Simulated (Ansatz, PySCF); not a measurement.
Reaction (SMILES): FSF [fluoro thiohypofluorite] + H+ → F[SH+]F
Structures are relaxed separately at B3LYP-D3(BJ)/def2-TZVP in Ansatz (a quantum-chemistry and plane-wave program).

Quantity: proton affinity (electronic energy difference), positive where the reaction releases energy, in kcal/mol. Valence correlation only, unless marked. Spin-orbit coupling is left out. Non-relativistic. CBS(X,Y): correlation extrapolated as X^-3; Hartree-Fock from the larger set.

```
level                                       program  proton affinity (kcal/mol)
------------------------------------  -------------  --------------------------
SVWN5/def2-TZVPD                             Ansatz                       160.4
TPSS-D3(BJ)/def2-TZVPD                PySCF + dftd3                       168.0
PBE0/def2-SVP                                Ansatz                       160.0
TPSSh-D4/def2-TZVPD                   PySCF + dftd4                       167.9
PW6B95-D4/def2-TZVPD                  PySCF + dftd4                       165.2
wB97X/def2-TZVPD                             Ansatz                       166.1
SCS-MP2/cc-pwCVTZ                            Ansatz                       170.4
CCSD/cc-pwCVTZ                               Ansatz                  (withheld)
CCSD/cc-pV(Q+d)Z                             Ansatz                  (withheld)
CCSD(T)/CBS(cc-pV(T+d)Z,cc-pV(Q+d)Z)         Ansatz                       165.8
```

### Question
Complete the blanks.

### Answer

- CCSD/cc-pwCVTZ, proton affinity (kcal/mol): 169.8
- CCSD/cc-pV(Q+d)Z, proton affinity (kcal/mol): 167.8
